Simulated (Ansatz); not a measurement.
`C[S][Mg][Cl]` + `C[CH](C)[GeH3]` → `C[CH](C)[Mg][Cl]` + `C[S][GeH3]`  (redistribution)

Isolated molecules relaxed with PBE0-D4/def2-TZVP in Ansatz; ΔE leaves out vibrations. CBS: MP2 limit from def2 TZ/QZ plus the TZ coupled-cluster correction, frozen cores. Functionals use def2-TZVPP. For Ge, Mg outer-core shells are correlated without core-valence functions, which leaves a few kJ/mol of doubt a bond. Scalar relativity is left out up to krypton. Each species was taken in one conformer, which may not be the lowest.

(1) Is it downhill or uphill in electronic energy at CCSD(T)/CBS, and by how much? (An estimate is asked.)

(2) What do these levels give: LDA (SPW92), r2SCAN-D4, B97M-V, CAM-B3LYP-D4, ωB97M-V, BLYP, PBE0, RPA@PBE/def2-TZVPP, CCSD(T)/def2-SVP, HF/def2-TZVPP, MP2/def2-QZVPP, HF/CBS(def2)? (An estimate is asked.)

Largest T1 diagnostic among the species: 0.011.

## Answers

(1) Ansatz gave: Uphill: ΔE = +21.5 kcal/mol.

(2) Computed: LDA (SPW92) 19.1, r2SCAN-D4 21.2, B97M-V 20.4, CAM-B3LYP-D4 20.9, ωB97M-V 20.6, BLYP 18.3, PBE0 20.0, RPA@PBE/def2-TZVPP 20.1, CCSD(T)/def2-SVP 22.1, HF/def2-TZVPP 23.2, MP2/def2-QZVPP 21.7, HF/CBS(def2) 23.2 kcal/mol.

In def2-TZVPP, CCSD(T) changes the Hartree–Fock value by −2.1 kcal/mol (the triples alone add −0.5 kcal/mol) and MP2 by −1.7 kcal/mol. Leaving LDA and LC-ωPBE aside and taking each functional with its dispersion term where it has one, the values, not all of them listed here, spread over 3.0 kcal/mol, from PBE-D4 to r2SCAN0-D4. From BLYP to BHLYP (50 % exact exchange), in def2-TZVPP and without D4, ΔE moves by +3.0 kcal/mol.
